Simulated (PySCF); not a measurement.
Si(F)(OH)(NH2)2 (FH₅N₂OSi), SMILES N[Si](N)(O)F.

Coordinates come from a B3LYP-D3(BJ)/def2-SVP optimisation. This is a generated structure with no PubChem entry under its InChIKey; it may be hypothetical. Other conformers were not sampled.

The numbers are results of SMD-B3LYP/6-31G* in PySCF, not measurements.

Solvation free energies are E(SMD) − E(gas) at the gas-phase geometry, for 1 M in both phases. In vacuum the dipole moment is 1.14 D.

Computed solvation free energies in water, diethylether, dichloromethane:
| solvent | ΔG(solv) (kcal/mol) | its non-electrostatic (CDS) part | dipole (D) |
|---|---|---|---|
| water | -8.3 | 4.2 | 1.36 |
| diethylether | -5.8 | 0.5 | 1.31 |
| dichloromethane | -7.3 | 1.4 | 1.33 |
